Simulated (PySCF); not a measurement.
OV, SMILES [O]=[V] (connectivity only; charge and spin as stated), neutral, multiplicity 4.

The structure is a stationary point at B3LYP-D3(BJ)/def2-TZVPD. The spin state was assumed, not searched.

Computed with PySCF with B3LYP-D3(BJ)/def2-TZVPD.

Frequencies are harmonic and unscaled.

```csv
mode,ν (cm⁻¹),IR (km/mol),moving atoms (share of kinetic energy)
1,1045,250.3,"O 76 %, V 24 %"
```
